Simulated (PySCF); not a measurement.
C3H9Ge, SMILES [CH3][Ge]([CH3])[CH3], multiplicity 2.

The structure is a stationary point at B3LYP-D3(BJ)/def2-SVP.

Calculation: M06-2X/def2-TZVP in PySCF.

Gas-phase values at a fixed geometry.

Computed frontier levels, dipole moment and polarisability:
The α spin, highest occupied and lowest empty level is -6.32 and 1.70 eV. The β spin, highest occupied and lowest empty level is -9.21 and -1.99 eV and the dipole moment comes out as 0.36 D. The quadrupole, principal values (traceless, Buckingham form, about the centre of nuclear charge) is -0.37, 0.18, 0.19 D·Å, the mean static polarisability is 71.1 bohr³ (10.54 Å³) and the polarisability, principal values comes out as 59.7, 76.8, 76.8 bohr³. The ⟨S²⟩ comes out as 0.752 (pure state 0.75).
